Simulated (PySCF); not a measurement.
**How methods differ on the excitation energy of Sn²⁺**

Sn²⁺ [Kr] 4d10 5s2 (1S) → Sn²⁺ [Kr] 4d10 5s1 5p1 (3P), as a difference of total energies. All numbers are calculated (PySCF 2.14, the spin-free X2C one-electron Hamiltonian (Gaussian nucleus), in x2c-TZVPPall). Correlated levels: valence and next inner shell: [Ar] 3d10 frozen. The calculations carry no spin-orbit coupling.

```json
{"method": "UHF", "excitation energy (eV)": "5.662"}
{"method": "MP2 (valence and next inner shell)", "excitation energy (eV)": "7.149"}
{"method": "SCS-MP2 (valence and next inner shell)", "excitation energy (eV)": "7.202"}
{"method": "CCSD (valence and next inner shell)", "excitation energy (eV)": "7.015"}
{"method": "CCSD(T) (valence and next inner shell)", "excitation energy (eV)": "7.084"}
```

Problem. How much does correlation contribute at CCSD(T) (valence and next inner shell)?

Solution. 7.084 − (5.662) = 1.422 eV, measured against UHF.

The basis was made for the ground configuration and has no added diffuse functions, so the excitation energy can come out too high.
